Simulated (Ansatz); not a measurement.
Question: Predict a relaxed structure of VBr2(PH3)2 (VP₂H₆Br₂), charge 0, quartet, at r2SCAN-D4/def2-SVP (Ansatz).

Answer: 
```xyz
11

V     0.101    1.136    0.679
Br   -0.076    2.148   -1.559
Br    0.205    1.681    3.013
P     1.793   -0.372   -0.266
H     2.397   -1.458    0.431
H     2.988    0.249   -0.719
H     1.473   -1.064   -1.466
P    -1.797   -0.307    0.121
H    -1.774   -1.014   -1.112
H    -3.035    0.364   -0.068
H    -2.277   -1.363    0.946
```
The metal has 4 neighbours: Br 2.46 Å, Br 2.40 Å, P 2.46 Å, P 2.45 Å. This is one stationary point.

The relaxation made no stability test and no search for a lower SCF solution.
